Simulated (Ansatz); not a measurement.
Consider the ligand exchange at a Y–O bond: `[OH][Y]([OH])[OH]` + H–F → `[OH][Y]([OH])[F]` + H₂O.

Program: Ansatz. Geometries: PBE0-D4/def2-TZVP. ΔE: electronic, gas phase. CCSD(T)/CBS adds triple-zeta CCSD(T) − MP2 to the extrapolated MP2 energy (def2 sets, frozen cores). This one scheme is used for every species. DFT in def2-TZVPP. def2 core potentials past Kr. For Y outer-core shells are correlated without core-valence functions, which leaves a few kJ/mol of doubt a bond. Each species was taken in one conformer, which may not be the lowest.

```json
{"level": "PBE-D4", "ΔE (kcal/mol)": "-15.1"}
{"level": "r2SCAN", "ΔE (kcal/mol)": "-15.2"}
{"level": "HF/def2-QZVPP", "ΔE (kcal/mol)": "-15.5"}
{"level": "MP2/CBS(def2)", "ΔE (kcal/mol)": "-12.9"}
```

Task: What does CCSD(T)/CBS give? (Estimate.)

Result: The calculation gave: -13.5 kcal/mol. The listed levels differ from it by -1.6, -1.7, -2.0, 0.6 kcal/mol.

Largest T1 diagnostic among the species: 0.014.

From BLYP to BHLYP (50 % exact exchange), in def2-TZVPP and without D4, ΔE moves by +0.8 kcal/mol. At CCSD(T), def2-SVP lies −0.8 kcal/mol from the extrapolated value and def2-TZVPP +0.9 kcal/mol.
